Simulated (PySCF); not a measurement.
FH3NO2Ta, multiplicity 1. Atoms are numbered in the order given.

```xyz
8

Ta     0.0029     0.0127     0.0000
N      1.7793    -0.1237     0.0000
H      2.7993    -0.1418     0.0000
F     -0.4789     1.8610     0.0000
O     -0.6719    -0.8761     1.5631
H     -0.2024    -1.3258     2.2852
O     -0.6719    -0.8761    -1.5631
H     -0.2024    -1.3258    -2.2852
```
Charge 0, spin multiplicity 1.

Geometry optimised at PBE-D3(BJ)/def2-SVP. The multiplicity is an assumed one; no other spin state was optimised. The structure was generated by enumeration; whether it is a known compound was not checked. The def2 effective core potentials stand for the cores of Ta; spin–orbit coupling is left out. The values are those of a single conformer.

Calculation: PBE-D3(BJ)/def2-SVP (PySCF).

Frequencies are harmonic and unscaled.

| mode | ν (cm⁻¹) | IR (km/mol) | moving atoms (share of kinetic energy) |
|---|---|---|---|
| 1 | 162 | 1.2 | F 54 %, O 29 %, Ta 10 % |
| 2 | 173 | 0.9 | O 62 %, H 19 %, Ta 10 % |
| 3 | 190 | 1.7 | O 40 %, F 30 %, Ta 16 %, H 10 % |
| 4 | 219 | 8.1 | N 42 %, O 23 %, F 16 %, H 16 % |
| 5 | 220 | 6.1 | N 47 %, H 26 %, O 23 % |
| 6 | 366 | 54.6 | H 85 %, O 13 % |
| 7 | 372 | 163.4 | H 81 %, O 13 % |
| 8 | 482 | 270.6 | H 80 %, O 19 % |
| 9 | 487 | 229.2 | H 85 %, O 9 % |
| 10 | 572 | 101.0 | H 72 %, O 15 %, N 10 % |
| 11 | 612 | 0.8 | H 67 %, O 19 %, N 14 % |
| 12 | 654 | 99.3 | F 87 %, Ta 10 % |
| 13 | 699 | 51.4 | O 79 %, H 13 % |
| 14 | 704 | 100.3 | O 63 %, H 21 %, Ta 13 % |
| 15 | 970 | 99.3 | N 84 % |
| 16 | 3589 | 118.7 | H 92 % |
| 17 | 3789 | 265.3 | H 94 % |
| 18 | 3793 | 92.2 | H 94 % |
